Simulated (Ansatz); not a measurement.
Consider the atomization: `[AlH2][O][SiH2]Br` → Al• + Br• + 4 H• + O• + Si•.

Program: Ansatz. Geometries: PBE0-D4/def2-TZVP. ΔE: electronic, gas phase. CCSD(T)/CBS is the MP2 limit (def2-TZVPP, def2-QZVPP) plus CCSD(T) − MP2 in def2-TZVPP, frozen cores. This one scheme is used for every species, atoms too. DFT in def2-TZVPP. B3LYP here is the variant with VWN-RPA as its local correlation; programs differ in this. Open shells (•) are unrestricted, without spin–orbit coupling. Spin–orbit coupling would lower the free atoms: a little for Al, O, Si; clearly for Br. For Br outer-core shells are correlated without core-valence functions, so the limit isn't a true one: a few kJ/mol of doubt a bond, and 10 to 20 or more in all where bonds break to atoms. Scalar relativity is left out up to krypton. Each species was taken in one conformer, which may not be the lowest.

```csv
level,ΔE (kJ/mol),difference from CCSD(T)/CBS
PBE-D4,2506.3,-54.2
r2SCAN-D4,2543.7,-16.8
PBE0-D4,2487.0,-73.5
B3LYP-D4,2519.0,-41.5
ωB97X-V,2552.0,-8.5
ωB97M-V,2538.8,-21.7
B2PLYP,2502.5,-58.0
PBE,2488.0,-72.5
r2SCAN,2539.4,-21.1
PBE0,2471.2,-89.3
B3LYP,2489.0,-71.5
HF/def2-TZVPP,1920.0,-640.5
MP2/def2-TZVPP,2521.7,-38.8
SCS-MP2/def2-TZVPP,2517.6,-42.9
CCSD/def2-TZVPP,2448.7,-111.8
CCSD(T)/def2-TZVPP,2478.4,-82.1
HF/def2-QZVPP,1927.6,-632.9
MP2/def2-QZVPP,2571.4,10.9
SCS-MP2/def2-QZVPP,2571.5,11.0
HF/CBS(def2),1928.7,-631.8
MP2/CBS(def2),2603.8,43.3
CCSD/CBS(def2),2530.8,-29.7
CCSD(T)/CBS,2560.5,0
```

Largest T1 diagnostic among the species: 0.018.

The D4 term adds +30.0 kJ/mol with B3LYP and +15.7 kJ/mol with PBE0; it sums over pairs of atoms, weighted by their polarisabilities, and B3LYP, whose exchange is more repulsive, gets the larger term. From PBE to PBE0 (25 % exact exchange), in def2-TZVPP and without D4, ΔE moves by −16.8 kJ/mol: exact exchange takes away binding that semilocal exchange gives to molecules.

For atomizations the MP2-based limit and the directly extrapolated one differ by several kJ/mol either way, and by 10 to 25 for some Ge, Se and Sn compounds, so smaller differences from it don't rank the levels.
